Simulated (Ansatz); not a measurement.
Consider the ligand exchange at the Al–O bond: `[CH3][AlH][O][SiH3]` + `N=C=O` → `[CH3][AlH][N]=C=O` + silanol.

Isolated molecules relaxed with PBE0-D4/def2-TZVP in Ansatz; ΔE leaves out vibrations. CCSD(T)/CBS is the MP2 limit (def2-TZVPP, def2-QZVPP) plus CCSD(T) − MP2 in def2-TZVPP, frozen cores. This one scheme is used for every species. DFT in def2-TZVPP. Each species was taken in one conformer, which may not be the lowest.

| species | BLYP-D4 energy (Eh) |
| --- | --- |
| `[CH3][AlH][O][SiH3]` | -649.59832 |
| `N=C=O` | -168.73745 |
| `[CH3][AlH][N]=C=O` | -451.14681 |
| `O[SiH3]` | -367.18220 |

(1) Work out ΔE.

Largest T1 diagnostic among the species: 0.018.

Results:

(1) ΔE = (-451.14681) + (-367.18220) − (-649.59832) − (-168.73745) = 0.00676 Eh = +17.7 kJ/mol. CCSD(T)/CBS gives +13.4 kJ/mol.

From BLYP to BHLYP (50 % exact exchange), in def2-TZVPP and without D4, ΔE moves by −3.9 kJ/mol. Leaving LDA and LC-ωPBE aside and taking each functional with its dispersion term where it has one, the values, not all of them listed here, spread over 7.5 kJ/mol, from PBE-QIDH to BLYP-D4. In def2-TZVPP, CCSD(T) changes the Hartree–Fock value by +5.7 kJ/mol (the triples alone add +0.8 kJ/mol) and MP2 by +3.8 kJ/mol.
